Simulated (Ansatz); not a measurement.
Isolated molecules relaxed with PBE0-D4/def2-TZVP in Ansatz; ΔE leaves out vibrations. CCSD(T)/CBS adds triple-zeta CCSD(T) − MP2 to the extrapolated MP2 energy (def2 sets, frozen cores). Functionals use def2-TZVPP. B3LYP here is the variant with VWN-RPA as its local correlation; programs differ in this. HSE06 is defined as in plane-wave codes. One conformer a species, not always the lowest.

`C[Si]1(N)CO1` → `OC1C[SiH2]N1`  (isomerisation)

```
        level  ΔE (kJ/mol)
       PBE-D4        108.6
      BLYP-D4        119.6
       B97M-V        122.0
     B3LYP-D4        115.6
     HSE06-D4        103.8
        B3LYP        117.6
    CAM-B3LYP        112.4
HF/def2-TZVPP        104.1
```

Question: What does CCSD(T)/CBS give? (Best estimate.)

Answer: Computed: +112.7 kJ/mol. The listed levels differ from it by -4.1, 6.9, 9.3, 2.9, -8.9, 4.9, -0.3, -8.6 kJ/mol.

Largest T1 diagnostic among the species: 0.012.

From BLYP to BHLYP (50 % exact exchange), in def2-TZVPP and without D4, ΔE moves by −12.4 kJ/mol. In def2-TZVPP, CCSD(T) changes the Hartree–Fock value by +5.1 kJ/mol (the triples alone add +0.8 kJ/mol) and MP2 by +10.1 kJ/mol.

CCSD(T)/CBS has its own doubt, a few kJ/mol and more with outer-core shells, so smaller differences from it don't rank the levels.
